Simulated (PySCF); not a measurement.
# Magnetic susceptibility: SMILES C=C[C@@H]1C=CC[C@H]1C=C, C$_{9}$H$_{12}$

Cartesian coordinates in Å; atom numbers follow the order of the lines, from 1:
```xyz
21

C     2.7116    0.9825    0.1214
C     1.8497    0.1705   -0.4614
C     0.6500   -0.4150    0.2115
C     0.5892   -1.9153    0.0991
C    -0.5945   -2.3440   -0.2992
C    -1.5574   -1.2197   -0.5279
C    -0.6765    0.0467   -0.4607
C    -1.3152    1.1661    0.2901
C    -1.4654    2.3924   -0.1748
H     3.5605    1.3886   -0.4022
H     2.6019    1.2771    1.1526
H     1.9771   -0.1129   -1.4987
H     0.6606   -0.1268    1.2698
H     1.4434   -2.5223    0.3463
H    -0.8891   -3.3712   -0.4337
H    -2.0752   -1.3058   -1.4844
H    -2.3192   -1.2124    0.2576
H    -0.4485    0.3804   -1.4768
H    -1.6545    0.9162    1.2881
H    -1.9252    3.1732    0.4069
H    -1.1324    2.6686   -1.1620
```

Computed with PySCF 2.14.0, GIAO B3LYP/pcSseg-1 magnetisability, rotational g tensor and spin-rotation constants, non-relativistic, gas phase. Geometry: GFN2-xTB.

Q: How diamagnetic is it, and how anisotropic?

A: Isotropic -1314 × 10⁻³⁰ J/T², or -79.1 × 10⁻⁶ cm³/mol; principal values -1393, -1297, -1252 × 10⁻³⁰ J/T², anisotropy 125 × 10⁻³⁰ J/T² (root of half the summed squared differences of the principal values). The susceptibility is in cgs units.

Q: Split it along the inertial axes a, b, c into diamagnetic and paramagnetic parts about the centre of mass, with the quadrupole moment.

A: 
```
axis  χ (10⁻⁶ cm³/mol)  diamagnetic (10⁻⁶ cm³/mol)  paramagnetic (10⁻⁶ cm³/mol)  summed x² of all electrons (Å²)  quadrupole Θ (D Å)
   a             -80.1                      -834.3                        754.2                            168.0               -0.74
   b             -80.1                      -834.3                        754.2                            168.0               -0.74
   c             -77.2                     -1425.7                       1348.5                             28.6               +1.48
```
Anisotropies 2χaa − χbb − χcc = -3.0 and 2χbb − χaa − χcc = -3.0 × 10⁻⁶ cm³/mol. Θ is traceless in Buckingham's convention.

Q: And the rotational g tensor?

A: 
| axis | rotational constant (GHz) | g | nuclear part | electronic part |
| --- | --- | --- | --- | --- |
| a | 1.7409 | -0.0149 | 0.6019 | -0.6168 |
| b | 1.7347 | -0.0148 | 0.5998 | -0.6146 |
| c | 0.9389 | -0.0099 | 0.5849 | -0.5948 |

Oblate top; isotopes 12C, 1H; no vibrational averaging.
